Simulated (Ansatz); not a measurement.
Mulliken charges of BGaH$_{4}$O (`O[BH][GaH2]`) from ωB97M-V/def2-TZVPP in Ansatz (PBE0-D4/def2-TZVP geometry).

```csv
atom,x (Å),y (Å),z (Å),charge (e)
O1,-1.531,-0.582,-0.509,-0.229
B2,-0.295,-0.054,-0.681,0.085
Ga3,0.919,0.280,1.000,0.014
H4,-2.019,-0.701,-1.329,0.193
H5,0.064,0.207,-1.806,0.026
H6,0.926,1.650,1.783,-0.045
H7,1.936,-0.800,1.540,-0.045
```

Task: By hand: the dipole of these point charges (1 e Å = 4.8032 D).

Result: Σ q r = (-0.178, -0.036, -0.380) e Å, of length 0.421 e Å = 2.02 D.

Task: How does the dipole of the full density compare? (An estimate is asked.)

Result: Ansatz gave: (-0.258, -0.066, -0.405) e Å, 2.33 D; the point charges give 0.87 times that, at 8° from its direction.

Point charges leave out the atoms' own dipoles, such as those of lone pairs, and Mulliken's split depends on the basis, so the close match here is no proof of good charges.
